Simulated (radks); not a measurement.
Species: Re XLIX. Configuration: [Ar] 3d9. Calculated with a radial shooting solver on a logarithmic mesh with Libxc functionals: scalar-relativistic Kohn-Sham, LDA (Slater exchange, Perdew-Wang correlation), spin-polarised, spherical densities, finite nucleus; open shells are filled with parallel spins first (spin-orbit coupling, left out, can overturn this in heavy ions); Fermi nuclear charge, rms radius 5.3698 fm. Some entries of the table are withheld. Estimate them.

| orbital | occ. | eigenvalue (eV) | <r> (bohr) |
|---|---|---|---|
| 1s up | 1 | -74198.18 | 0.01805 |
| 1s down | 1 | -74198.03 | 0.01805 |
| 2s up | 1 | -14978.32 | 0.07607 |
| 2s down | 1 | -14974.02 | 0.07606 |
| 2p up | 3 | -13413.67 | 0.06813 |
| 2p down | 3 | -13410.13 | 0.06812 |
| 3s up | 1 | -5275.073 | 0.1927 |
| 3s down | 1 | -5270.408 | 0.1928 |
| 3p up | 3 | -4810.699 | (1) |
| 3p down | 3 | -4806.039 | (2) |
| 3d up | 5 | -4312.496 | 0.1721 |
| 3d down | 4 | -4306.831 | 0.1721 |

Answer. 
(1) 3p up <r> (bohr): 0.1917
(2) 3p down <r> (bohr): 0.1918
